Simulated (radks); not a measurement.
Values are calculated unless marked as measured or tabulated.
Problem. The mean radii <r> (bohr) of the occupied orbitals of an atom or ion are listed with their occupations. Code: a radial shooting solver on a logarithmic mesh with Libxc functionals. Model: Dirac Kohn-Sham, exchange-only LDA, spin-unpolarised, spherical densities, finite nucleus; Fermi nuclear charge, rms radius of each element as measured or else 0.836 A^(1/3) + 0.57 fm.

| orbital | occ. | <r> |
|---|---|---|
| 1s1/2 | 2 | 0.01836 |
| 2s1/2 | 2 | 0.07700 |
| 2p1/2 | 2 | 0.06367 |
| 2p3/2 | 4 | 0.07163 |
| 3s1/2 | 2 | 0.2008 |
| 3p1/2 | 2 | 0.1907 |
| 3p3/2 | 4 | 0.2054 |
| 3d3/2 | 4 | 0.1797 |
| 3d5/2 | 6 | 0.1843 |
| 4s1/2 | 2 | 0.4498 |
| 4p1/2 | 2 | 0.4547 |
| 4p3/2 | 4 | 0.4883 |
| 4d3/2 | 4 | 0.5051 |
| 4d5/2 | 6 | 0.5166 |
| 5s1/2 | 2 | 1.068 |
| 5p1/2 | 2 | 1.177 |
| 5p3/2 | 4 | 1.284 |
| 4f5/2 | 6 | 0.6035 |
| 4f7/2 | 8 | 0.6133 |
| 6s1/2 | 2 | 3.215 |
| 5d3/2 | 1.6 | 2.041 |
| 5d5/2 | 2.4 | 2.148 |

Name the element and its charge. Open shells, if any, are shared by 2j + 1.

Solution. Z = 74, tungsten, charge 0: W in [Xe] 4f14 5d4 6s2. The 1s radius gives Z: for a bare nucleus <r> = (2 gamma + 1)/(2Z) with gamma = sqrt(1 - (Z/c)^2), 0.01813 bohr for Z = 74, and screening makes it slightly larger (0.01836 here). The occupations add up to 74, and the charge is Z minus that.
